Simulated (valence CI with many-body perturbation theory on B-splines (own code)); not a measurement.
## Level structure of Ru V

Calculated by valence CI with perturbative core correlation (CI+MBPT): four valence electrons over a frozen Dirac-Fock core [Kr], radial functions for each j: 7 s, 7 p, 8 d, 6 f, 4 g, 1 h, with the one-electron correlation potential Σ1, the two-electron term Σ2, the three-electron term Σ3, Breit, model QED; selected CI, second order for the rest, scaled by the run's own slope (own B-spline code, finite nucleus).

No measured levels were compared; by estimate terms of the open shell hold to 2 to 4 % of their energy, and close levels can change places; different configurations can be misplaced against each other by 1,000 to 8,000 cm⁻¹. Among the levels kept, up to 340 cm⁻¹ of a level comes from second order outside the variational space, and about a tenth of that is noise between levels of different J, which matters for small intervals. The list stops below the first excitations out of the core.

Levels 136 to 180 of 185, with energies above the lowest level, 4d⁴ ⁵D_0. "Leading %" is the weight of the configuration and term that name the level; weights of strongly mixed levels are sums over their largest components and can fall short. In the jj column 3d3/2^4 stands for four electrons in 3d with j = 3/2. Lifetimes count E1, E2, E3, M1 and M2 decay at the calculated energies, and are blank where another channel may lead or the interval is too uncertain; long ones can be off by a factor of two.

```tsv
No.	Configuration	Term	J	E (eV)	Leading %	Leading jj	Lifetime	Second component
136	4d³5p	¹P°	1	25.210	58	4d5/2^3 5p1/2 (34 %)	151 ps	18 % 4d³5p ³S°
137	4d³5p	¹G°	4	25.235	74	4d3/2 4d5/2^2 5p3/2 (50 %)	231 ps	9 % 4d³5p ³H°
138	4d³5p	³D°	1	25.254	57	4d3/2 4d5/2^2 5p3/2 (49 %)	178 ps	25 % 4d³5p ³S°
139	4d³5p	³D°	1	25.306	31	4d3/2^2 4d5/2 5p3/2 (22 %)	180 ps	27 % 4d³5p ³P°
140	4d³5p	³D°	2	25.323	60	4d3/2^2 4d5/2 5p3/2 (27 %)	159 ps	23 % 4d³5p ³P°
141	4d³5p	³I°	7	25.363	98	4d3/2 4d5/2^2 5p3/2 (98 %)	778 ps	
142	4d³5p	¹H°	5	25.390	67	4d3/2 4d5/2^2 5p1/2 (35 %)	104 ps	26 % 4d³5p ³G°
143	4d³5p	³D°	3	25.405	73	4d3/2 4d5/2^2 5p3/2 (37 %)	159 ps	11 % 4d³5p ¹F°
144	4d³5p	³D°	1	25.467	76	4d3/2 4d5/2^2 5p3/2 (51 %)	150 ps	15 % 4d³5p ³S°
145	4d³5p	³F°	4	25.512	92	4d3/2 4d5/2^2 5p3/2 (48 %)	172 ps	
146	4d³5p	³D°	2	25.620	77	4d3/2 4d5/2^2 5p3/2 (44 %)	187 ps	10 % 4d³5p ³P°
147	4d³5p	³G°	3	25.651	75	4d3/2 4d5/2^2 5p3/2 (32 %)	147 ps	8 % 4d³5p ³D°
148	4d³5p	¹I°	6	25.693	79	4d3/2 4d5/2^2 5p3/2 (61 %)	220 ps	15 % 4d³5p ³H°
149	4d³5p	³G°	4	25.766	78	4d3/2 4d5/2^2 5p3/2 (60 %)	154 ps	7 % 4d³5p ³F°
150	4d³5p	³G°	5	25.780	67	4d3/2 4d5/2^2 5p3/2 (74 %)	125 ps	26 % 4d³5p ¹H°
151	4d³5p	³P°	1	25.820	64	4d3/2 4d5/2^2 5p3/2 (40 %)	168 ps	18 % 4d³5p ¹P°
152	4d³5p	³D°	3	25.823	82	4d5/2^3 5p3/2 (42 %)	241 ps	11 % 4d³5p ³F°
153	4d³5p	³P°	2	25.823	69	4d3/2 4d5/2^2 5p3/2 (42 %)	170 ps	16 % 4d³5p ³D°
154	4d³5p	³P°	0	25.965	92	4d5/2^3 5p3/2 (45 %)	179 ps	5 % 4d³5p ¹S°
155	4d³5p	¹F°	3	26.046	64	4d5/2^3 5p3/2 (52 %)	120 ps	10 % 4d³5p ³D°
156	4d³5p	³F°	2	26.207	49	4d3/2^2 4d5/2 5p1/2 (22 %)	180 ps	43 % 4d³5p ¹D°
157	4d³5p	³F°	3	26.289	70	4d3/2 4d5/2^2 5p1/2 (35 %)	309 ps	18 % 4d³5p ³G°
158	4d³5p	¹D°	2	26.353	53	4d3/2 4d5/2^2 5p3/2 (52 %)	149 ps	32 % 4d³5p ³F°
159	4d³5p	³S°	1	26.363	66	4d3/2 4d5/2^2 5p3/2 (41 %)	150 ps	12 % 4d³5p ³P°
160	4d³5p	³F°	4	26.421	73	4d3/2 4d5/2^2 5p3/2 (42 %)	310 ps	20 % 4d³5p ³G°
161	4d³5p	¹P°	1	26.598	61	4d5/2^3 5p3/2 (55 %)	173 ps	21 % 4d³5p ³S°
162	4d³5p	³G°	3	26.715	62	4d3/2 4d5/2^2 5p1/2 (34 %)	336 ps	12 % 4d³5p ³D°
163	4d³5p	³G°	4	26.920	72	4d3/2 4d5/2^2 5p3/2 (56 %)	356 ps	21 % 4d³5p ³F°
164	4d³5p	³D°	3	26.927	68	4d3/2 4d5/2^2 5p3/2 (48 %)	216 ps	12 % 4d³5p ³F°
165	4d³5p	¹D°	2	26.958	81	4d3/2 4d5/2^2 5p3/2 (30 %)	270 ps	9 % 4d³5p ³F°
166	4d³5p	³G°	5	26.980	97	4d3/2 4d5/2^2 5p3/2 (71 %)	385 ps	
167	4d³5p	³D°	2	27.100	90	4d3/2 4d5/2^2 5p3/2 (56 %)	190 ps	
168	4d³5p	³D°	1	27.209	94	4d3/2 4d5/2^2 5p3/2 (38 %)	182 ps	
169	4d³5p	¹F°	3	27.456	86	4d3/2 4d5/2^2 5p3/2 (57 %)	135 ps	7 % 4d³5p ³D°
170	4d³5p	¹G°	4	27.463	90	4d3/2 4d5/2^2 5p3/2 (52 %)	222 ps	5 % 4d³5p ³G°
171	4d³5p	³D°	1	28.575	92	4d3/2 4d5/2^2 5p1/2 (51 %)	181 ps	4 % 4d³5p ³P°
172	4d³5p	³D°	2	28.581	77	4d3/2^2 4d5/2 5p1/2 (29 %)	187 ps	9 % 4d³5p ³P°
173	4d³5p	³D°	3	28.696	66	4d5/2^3 5p1/2 (31 %)	188 ps	20 % 4d³5p ³F°
174	4d³5p	³F°	2	28.847	53	4d3/2 4d5/2^2 5p1/2 (61 %)	218 ps	36 % 4d³5p ¹D°
175	4d³5p	³F°	3	29.087	62	4d3/2 4d5/2^2 5p3/2 (32 %)	240 ps	27 % 4d³5p ³D°
176	4d³5p	¹D°	2	29.192	60	4d3/2 4d5/2^2 5p3/2 (47 %)	188 ps	32 % 4d³5p ³F°
177	4d³5p	³F°	4	29.276	96	4d3/2^2 4d5/2 5p3/2 (46 %)	307 ps	
178	4d³5p	³P°	2	29.534	84	4d5/2^3 5p3/2 (27 %)	248 ps	11 % 4d³5p ³D°
179	4d³5p	³P°	1	29.697	91	4d3/2 4d5/2^2 5p3/2 (66 %)	248 ps	
180	4d³5p	¹F°	3	29.697	82	4d3/2 4d5/2^2 5p3/2 (61 %)	193 ps	13 % 4d³5p ³F°
```

Names give the largest LS component (configuration and term), which can be under half, so a name can repeat, a term be missing and a line seem to break the LS rules; names also repeat where a configuration has a term twice.

Where two levels of one J and parity lie close, their mixing, g and order are uncertain.
